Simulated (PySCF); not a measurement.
OSn, SMILES [O]=[Sn] (connectivity only; charge and spin as stated), charge +1, multiplicity 2.

Coordinates come from a B3LYP-D3(BJ)/def2-TZVP optimisation. The multiplicity is an assumed one; other spin states were not compared. The def2 effective core potentials stand for the cores of Sn; spin–orbit coupling is left out.

These are PBE/def2-TZVPD in PySCF values and carry that method's errors.

Isolated molecule, no solvent.

```json
{
  "total_energy": "-289.12818 hartree",
  "point_group": "C∞v",
  "α spin, highest occupied and lowest empty level": "-14.20 and -10.14 eV",
  "β spin, highest occupied and lowest empty level": "-13.65 and -12.90 eV",
  "dipole_moment_about_the_centre_of_nuclear_charge": "2.51 D",
  "⟨S²⟩": "0.756 (pure state 0.75)"
}
```
